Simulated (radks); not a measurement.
Ionisation ladder of technetium, from Tc to Tc9+. Each ion is in the ground configuration listed by NIST, and IE = E(next ion) - E(this ion). Calculated with a radial shooting solver on a logarithmic mesh with Libxc functionals: Dirac Kohn-Sham, BLYP, spin-unpolarised, spherical densities, finite nucleus; open shells fill j = l - 1/2 first; Fermi nuclear charge, rms radius 4.4112 fm.

| species | configuration | IE, Delta-SCF (eV) | -e(HOMO) (eV) | HOMO | IE, NIST (eV) | kind | error (eV) |
|---|---|---|---|---|---|---|---|
| Tc | [Kr] 4d5 5s2 | 8.105 | 4.940 | 5s1/2 | 7.119 | exp. | +0.985 |
| Tc+ | [Kr] 4d5 5s1 | 14.946 | 11.409 | 5s1/2 | 15.260 | semi-emp. | -0.314 |
| Tc2+ | [Kr] 4d5 | 28.389 | 22.217 | 4d5/2 | 29.550 | semi-emp. | -1.161 |
| Tc3+ | [Kr] 4d4 | 42.042 | 35.148 | 4d3/2 | 41 | theory | +1.042 |
| Tc4+ | [Kr] 4d3 | 56.609 | 49.138 | 4d3/2 | 57 | theory | -0.391 |
| Tc5+ | [Kr] 4d2 | 72.233 | 64.255 | 4d3/2 | 72 | theory | +0.233 |
| Tc6+ | [Kr] 4d1 | 88.807 | 80.369 | 4d3/2 | 88 | theory | +0.807 |
| Tc7+ | [Kr] | 150.91 | 140.88 | 4p3/2 | 150 | theory | +0.9 |
| Tc8+ | [Ar] 3d10 4s2 4p5 | 171.35 | 161.04 | 4p3/2 | 169 | theory | +2.4 |
| Tc9+ | [Ar] 3d10 4s2 4p4 | 192.33 | 181.75 | 4p3/2 | 190 | theory | +2.4 |

Reference values: NIST Atomic Spectra Database (exp. = measured, semi-emp. = semi-empirical, theory = theoretical value adopted there). The ionisation energy per charge of the ion left behind rises most, in proportion, at Tc7+ ([Kr]), from 12.687 to 18.864 eV. Against the entries that are not theoretical the mean signed error is +2.6 % and the largest +13.8 %. Spin polarisation and multiplet splitting are left out, so open shells lie too high by an amount that depends on their filling.

Beside tabulated values, note that spin-unpolarised runs miss the spin-polarisation part of the exchange energy of open shells.
